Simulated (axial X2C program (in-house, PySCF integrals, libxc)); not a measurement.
FTbF: the levels of the configuration f8 s1

Computed with an axial X2C code built on PySCF integrals: two-component X2C with atomic mean-field Coulomb and Gaunt terms, basis F dyall-av3z, Tb dyall-v3z (cores contracted in-house). Orbitals come from Hartree–Fock averaged over the configuration Tb f8 s1; CI then distributes these electrons over the f, s shells of Tb.

F–Tb–F held linear, both bonds 2.062 Å (near the minimum of the configuration average).

Active spinors (ω > 0):

| shell | ω | ε (eV) | character |
| --- | --- | --- | --- |
| f | 5/2 | -8.55 | 100% Tb f |
| f | 3/2 | -8.35 | 100% Tb f |
| f | 1/2 | -8.15 | 99% Tb f |
| f | 7/2 | -7.82 | 100% Tb f |
| f | 5/2 | -7.67 | 100% Tb f |
| f | 3/2 | -7.51 | 100% Tb f |
| f | 1/2 | -7.35 | 99% Tb f |
| s | 1/2 | -3.05 | 56% Tb s, 25% Tb d, 10% F p |

Lowest levels of this model:

```csv
Ω,energy (cm⁻¹),g∥,configuration
13/2,0,19.95,100% f8 s1
11/2,412,16.26,100% f8 s1
9/2,849,12.57,100% f8 s1
7/2,1314,8.88,100% f8 s1
5/2,1811,5.21,100% f8 s1
3/2,2346,1.61,100% f8 s1
11/2,2512,17.28,100% f8 s1
9/2,2878,13.57,100% f8 s1
1/2,2907,1.51,100% f8 s1
7/2,3220,9.76,100% f8 s1
5/2,3541,5.96,100% f8 s1
11/2,3601,16.33,100% f8 s1
1/2,3630,4.04,100% f8 s1
3/2,3809,2.71,100% f8 s1
9/2,4037,12.58,100% f8 s1
1/2,4260,0.76,100% f8 s1
7/2,4514,9.05,100% f8 s1
3/2,4636,7.02,100% f8 s1
1/2,4820,4.21,100% f8 s1
5/2,4971,6.36,100% f8 s1
9/2,5252,15.23,100% f8 s1
7/2,5373,11.34,100% f8 s1
5/2,5376,7.56,100% f8 s1
3/2,5516,5.09,100% f8 s1
```

g∥ is the magnitude of 2⟨Lz + ge Sz⟩ for the +Ω component.

(1) From Ω and g∥ of the lowest level, whose 2⟨Lz + ge Sz⟩ is positive, find ⟨Sz⟩ and ⟨Lz⟩ (ge = 2.0023).

Occupations of the active spinors in the lowest level by ω, shell by shell in order of energy: -7/2: 0.00; -5/2: 0.94 0.06; -3/2: 0.86 0.14; -1/2: 0.75 0.25 0.00; 1/2: 0.40 0.60 1.00; 3/2: 0.27 0.73; 5/2: 1.00 1.00; 7/2: 1.00. The leading determinant has weight 0.27 among 325.

This point took 4.8 s on 1 thread of Arm Neoverse V1 (shared host).

Dynamic correlation is missing, so gaps between terms are too wide and other configurations may lie lower; the lowest level listed is that of this model, not necessarily the ground state. At most 4 roots were kept for each Ω > 0 (twice that for Ω = 0) within 2.2 eV of the lowest, so higher up levels can be missing between those listed; levels with Ω > 0 are doubly degenerate and listed once, Ω = 0 levels singly. The molecule was held linear; bending was not examined.

Results:

(1) Ω = ⟨Lz⟩ + ⟨Sz⟩ = 13/2 and ⟨Lz⟩ + ge⟨Sz⟩ = 9.975, so ⟨Sz⟩ = 3.47 and ⟨Lz⟩ = 3.03.
